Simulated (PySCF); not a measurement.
Electron correlation in Pb(2+) (lead, charge +2)

Starting occupation: [Xe] 4f14 5d9 6s2 6p1, 5d3/2 with m_j = -3/2, -1/2, +1/2, +3/2, 5d5/2 with m_j = -3/2, -1/2, +1/2, +3/2, +5/2, 6p3/2 with m_j = +3/2. Calculation: PySCF 2.14, in x2c-SVPall-2c with one added diffuse shell each of s, p type (8s12p7d2f, 93 functions); X2C-1e with screened-nucleus spin-orbit coupling, Gaussian nucleus. Frozen: [Kr] 4d10 4f14; 20 electrons correlated; the 22 highest virtual spinors left out.

MP2 pair energies summed by pair of shells (mhartree):

| pair | energy | share (%) |
| --- | --- | --- |
| 5d3/2-5d5/2 | -70.96 | 22.9 |
| 5d5/2-5d5/2 | -39.18 | 12.7 |
| 5d5/2-6s1/2 | -37.79 | 12.2 |
| 5d3/2-6s1/2 | -30.41 | 9.8 |
| 5d3/2-5d3/2 | -26.32 | 8.5 |
| 5d5/2-5p3/2 | -19.48 | 6.3 |
| 6s1/2-6s1/2 | -14.06 | 4.5 |
| 5d3/2-5p3/2 | -12.80 | 4.1 |
| 6p3/2-6s1/2 | -10.23 | 3.3 |
| 5p3/2-5p3/2 | -7.42 | 2.4 |
| 5p1/2-5p3/2 | -6.67 | 2.2 |
| 5d5/2-6p3/2 | -5.63 | 1.8 |
| 5p3/2-6s1/2 | -5.16 | 1.7 |
| 5d3/2-6p3/2 | -5.09 | 1.6 |
| 5d5/2-5p1/2 | -3.16 | 1.0 |
| 5d3/2-5p1/2 | -2.46 | 0.8 |
| 5d5/2-5s1/2 | -2.32 | 0.8 |
| 5p3/2-5s1/2 | -1.96 | 0.6 |
| 5p3/2-6p3/2 | -1.80 | 0.6 |
| 5d3/2-5s1/2 | -1.75 | 0.6 |
| 5p1/2-5p1/2 | -1.40 | 0.5 |
| 5s1/2-5s1/2 | -0.81 | 0.3 |
| 5p1/2-6s1/2 | -0.80 | 0.3 |
| 5p1/2-5s1/2 | -0.68 | 0.2 |
| 5s1/2-6s1/2 | -0.52 | 0.2 |
| 5p1/2-6p3/2 | -0.43 | 0.1 |
| 5s1/2-6p3/2 | -0.06 | 0.0 |

Total MP2 correlation energy: -309.34 mhartree.

This basis was not built for core-valence correlation, so the inner-shell part is incomplete.
